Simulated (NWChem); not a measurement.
Molecule: AlSiH$_{3}$ClF; SMILES [F][Al]([SiH3])[Cl]

Results from NWChem. Pople sets run with spherical d functions. Coordinates come from a PBE0/def2-SVP optimisation. Static field.

```csv
level,isotropic polarisability (bohr³),anisotropy (bohr³)
PBE/6-31+G*,65.7,30.0
B3LYP/6-31+G*,62.7,27.7
CAM-B3LYP/6-31+G*,61.1,25.8
LC-BLYP (range parameter 0.33 per bohr)/6-31+G*,62.0,26.1
```
